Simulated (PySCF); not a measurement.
MIn cations for M along the third period

r²SCAN with double-zeta basis sets in PySCF, for the lowest determinant that a PBE0 search found; no spin–orbit coupling. De refers to high-spin ground-configuration atoms (the charge goes to the atom of lower measured ionisation energy or higher electron affinity, which is not always the lowest computed limit). A positive dipole points towards In; it is taken about the centre of mass and depends on that origin.

| M | basis | charged atom | state (unpaired electrons) | Re (Å) | ωe (cm⁻¹) | De (eV) | μ (D) |
| --- | --- | --- | --- | --- | --- | --- | --- |
| Na | def2-SVPD | Na+ | doublet (σ ↑) | 3.581 | 96.1 | 0.99 | -8.68 |
| Mg | def2-SVP | In+ | singlet (closed shell) | 3.282 | 136 | 0.89 | -4.81 |
| Al | x2c-SVPall | In+ | doublet (σ ↑) | 3.446 | 99.5 | 1.32 | -4.47 |
| Si | x2c-SVPall | In+ | triplet (σ ↑, π ↑) | 3.065 | 127 | 0.82 | -2.04 |
| P | def2-SVPD | In+ | quartet (σ ↑, π ↑↑) | 2.919 | 122 | 0.48 | -0.35 |
| S | def2-SVPD | In+ | triplet (π ↑↑) | 3.121 | 132 | 0.57 | -0.32 |
| Cl | x2c-SVPall | In+ | doublet (σ ↑) | 2.322 | 342 | 0.94 | 3.04 |

Problem. By what factor does the harmonic wavenumber vary along the series?

Solution. At r²SCAN it runs from 96.1 cm⁻¹ (NaIn⁺) to 342 cm⁻¹ (InCl⁺), a factor of 3.56.

The rows differ in basis set, which adds steps of its own.

The state changes along the series, so neighbouring rows are not always alike in their bonding.

Closed-shell solutions of metal pairs were not tested for spin polarisation, which can lower them a little. Weak bonds: InP⁺. Basis-set superposition, not corrected here, can be much of De in a small basis, most of all at correlated wavefunction levels. Spin–orbit coupling is left out, which matters for elements this heavy, above all for dissociation energies. For an ion De counts to the pair picked by the measured ionisation energies or electron affinities, which need not be the lowest pair at this level. States were picked by a PBE0 search and need not be the measured ground states.
